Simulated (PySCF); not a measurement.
B(H)(NCO)2 (C2HBN2O2), SMILES O=C=NBN=C=O. Heavy atoms are numbered as in [BH:1]([N:3]=[C:4]=[O:5])[N:6]=[C:7]=[O:8]. Hydrogens are named by the atom that carries them.

Geometry: TPSSh-D3(BJ)/def2-SVP. This is a generated structure with no PubChem entry under its InChIKey; it may be hypothetical. The values are those of a single conformer.

Calculation: PBE/def2-TZVP (PySCF).

Atomic charges (e), one atom of each kind:

```
atom     Löwdin    IAO  Mulliken
-------  ------  -----  --------
B1 (BH)   -0.53   0.23      0.02
H on B1    0.07   0.01      0.02
N3         0.30  -0.32     -0.04
C4        -0.30   0.51      0.18
O5         0.22  -0.31     -0.15
```

Computed Mayer and Wiberg (Löwdin basis) orders of the bonds:
```json
[
 {"bond": "B1–N3", "Mayer": "1.21", "Wiberg": "1.53"},
 {"bond": "N3–C4", "Mayer": "2.05", "Wiberg": "2.31"},
 {"bond": "C4–O5", "Mayer": "2.15", "Wiberg": "2.84"},
 {"bond": "B1–N6", "Mayer": "1.21", "Wiberg": "1.53"},
 {"bond": "N6–C7", "Mayer": "2.05", "Wiberg": "2.31"},
 {"bond": "C7–O8", "Mayer": "2.15", "Wiberg": "2.84"}
]
```
